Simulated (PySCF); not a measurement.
hydrogen fluoride, charge +1, doublet, at a GFN2-xTB geometry (a state made from the parent by changing its charge; the spin is typed, not shown lowest); PySCF with DF-CAMB3LYP/aug-cc-pVTZ.

PySCF was given this input:
```python
from pyscf import gto, scf, dft
import numpy

mol = gto.M(
    atom='''
F    -0.000000   -0.000000   -0.104454
H     0.000000    0.000000    0.940088
''',
    basis='aug-cc-pvtz',
    charge=1,
    spin=1,
    verbose=4,
)
print('smallest overlap eigenvalue', numpy.linalg.eigvalsh(mol.intor('int1e_ovlp'))[0])

mf = dft.UKS(mol)
mf.xc = 'camb3lyp'
mf = mf.density_fit(auxbasis='def2-universal-jkfit')
mf = scf.addons.remove_linear_dep_(mf, threshold=1e-3, lindep=1e-3)
mf.kernel()
mf.analyze()
```

Question: Predict the main parts of the log of this PySCF run.

Answer: 
```
PySCF version 2.14.0

[INPUT] verbose = 4
[INPUT] num. atoms = 2
[INPUT] num. electrons = 9
[INPUT] charge = 1
[INPUT] spin (= nelec alpha-beta = 2S) = 1
[INPUT] symmetry False subgroup None
[INPUT] Mole.unit = angstrom
[INPUT] Symbol           X                Y                Z      unit          X                Y                Z       unit  Magmom
[...]
nuclear repulsion = 4.55950540837994
number of shells = 22
number of NR pGTOs = 83
number of NR cGTOs = 69
basis = aug-cc-pvtz
ecp = {}
input.py:19: DeprecationWarning: remove_linear_dep_ is deprecated and will be removed in a future release. Linear dependency handling is now built into the SCF procedure by default. Linear dependency removal can be controlled using the following settings:
  pyscf.scf.hf.remove_overlap_zero_eigenvalue = True
  pyscf.scf.hf.overlap_zero_eigenvalue_threshold = 1e-6

  mf = scf.addons.remove_linear_dep_(mf, threshold=1e-3, lindep=1e-3)
smallest overlap eigenvalue 0.0005179800581471149
Applying remove_linear_dep_ on SCF object.
Using canonical orthogonalization with threshold 0.001

******** <class 'pyscf.df.df_jk.DFUKS'> ********
method = DFUKS
initial guess = minao
damping factor = 0
level_shift factor = 0
DIIS = <class 'pyscf.scf.diis.CDIIS'>
diis_start_cycle = 1
diis_space = 8
diis_damp = 0
SCF conv_tol = 1e-09
SCF conv_tol_grad = None
SCF max_cycles = 50
direct_scf = False
number electrons alpha = 5  beta = 4
XC library pyscf.dft.libxc version 7.1.2
    S. Lehtola, C. Steigemann, M. J. T. Oliveira, and M. A. L. Marques,  SoftwareX 7, 1–5 (2018)
XC functionals = camb3lyp
    T. Yanai, D. P. Tew, and N. C. Handy,  Chem. Phys. Lett. 393, 51 (2004)
radial grids:
    Treutler-Ahlrichs [JCP 102, 346 (1995); DOI:10.1063/1.469408] (M4) radial grids

becke partition: Becke, JCP 88, 2547 (1988); DOI:10.1063/1.454033
pruning grids: <function nwchem_prune>
grids dens level: 3
symmetrized grids: False
atomic radii adjust function: <function treutler_atomic_radii_adjust>
small_rho_cutoff = 0
Set gradient conv threshold to 3.16228e-05
tot grids = 24072
******** <class 'pyscf.df.df.DF'> ********
auxbasis = def2-universal-jkfit
Create RSH-DF object <pyscf.df.df.DF object> for omega=0.33
******** <class 'pyscf.df.df.DF'> ********
auxbasis = auxmol.basis = def2-universal-jkfit
init E= -100.264332948127

cycle= 1 E= -99.8218459654872  delta_E= 0.442  |g|= 0.36  |ddm|= 0.621
cycle= 2 E= -99.8519648915863  delta_E= -0.0301  |g|= 0.283  |ddm|= 0.232
[...]
SCF not converged.
Total Energy =                         -99.870709199598849
[...]
spin_pop of  0 F 5py      -0.00003
spin_pop of  0 F 5pz      -0.00003
spin_pop of  0 F 3dxy      0.00003
spin_pop of  0 F 3dyz      0.00004
spin_pop of  0 F 3dz^2    -0.00010
spin_pop of  0 F 3dxz      0.00077
spin_pop of  0 F 3dx2-y2    0.00021
spin_pop of  0 F 4dxy      0.00000
spin_pop of  0 F 4dyz     -0.00000
spin_pop of  0 F 4dz^2     0.00007
spin_pop of  0 F 4dxz      0.00023
spin_pop of  0 F 4dx2-y2    0.00000
spin_pop of  0 F 5dxy      0.00000
spin_pop of  0 F 5dyz     -0.00000
spin_pop of  0 F 5dz^2    -0.00000
spin_pop of  0 F 5dxz      0.00005
spin_pop of  0 F 5dx2-y2    0.00000
spin_pop of  0 F 4f-3      0.00007
spin_pop of  0 F 4f-2      0.00000
spin_pop of  0 F 4f-1     -0.00002
spin_pop of  0 F 4f+0     -0.00014
spin_pop of  0 F 4f+1     -0.00000
spin_pop of  0 F 4f+2      0.00003
spin_pop of  0 F 4f+3      0.00007
spin_pop of  0 F 5f-3     -0.00000
spin_pop of  0 F 5f-2     -0.00000
spin_pop of  0 F 5f-1     -0.00000
spin_pop of  0 F 5f+0      0.00002
spin_pop of  0 F 5f+1      0.00001
spin_pop of  0 F 5f+2     -0.00000
spin_pop of  0 F 5f+3     -0.00000
spin_pop of  1 H 1s       -0.02302
spin_pop of  1 H 2s       -0.00064
spin_pop of  1 H 3s       -0.00007
spin_pop of  1 H 4s        0.00002
spin_pop of  1 H 2px       0.00011
spin_pop of  1 H 2py      -0.00003
spin_pop of  1 H 2pz      -0.00007
spin_pop of  1 H 3px       0.00141
spin_pop of  1 H 3py       0.00016
spin_pop of  1 H 3pz       0.00003
spin_pop of  1 H 4px       0.00013
spin_pop of  1 H 4py       0.00001
spin_pop of  1 H 4pz       0.00003
spin_pop of  1 H 3dxy      0.00000
spin_pop of  1 H 3dyz     -0.00000
spin_pop of  1 H 3dz^2     0.00002
spin_pop of  1 H 3dxz      0.00001
spin_pop of  1 H 3dx2-y2    0.00000
spin_pop of  1 H 4dxy      0.00000
spin_pop of  1 H 4dyz      0.00006
spin_pop of  1 H 4dz^2     0.00002
spin_pop of  1 H 4dxz      0.00048
spin_pop of  1 H 4dx2-y2    0.00000
 ** Mulliken Spin Density (per atom)  **
spin density of  0 F =      1.02133
spin density of  1 H =     -0.02133
 ** Mulliken pop alpha/beta on meta-lowdin orthogonal AOs **
 ** Mulliken pop       alpha | beta **
In total             5.00000 | 4.00000
 ** Mulliken atomic charges   ( Nelec_alpha | Nelec_beta ) **
charge of  0F =      0.39797  (     4.81168      3.79035 )
charge of  1H =      0.60203  (     0.18832      0.20965 )

WARN: System has nonzero charge 1; the dipole moment is origin-dependent.
Location of origin: [0. 0. 0.]

Dipole moment(X, Y, Z, Debye):  0.00000,  0.00000,  2.48087
```

Convergence was not reached.
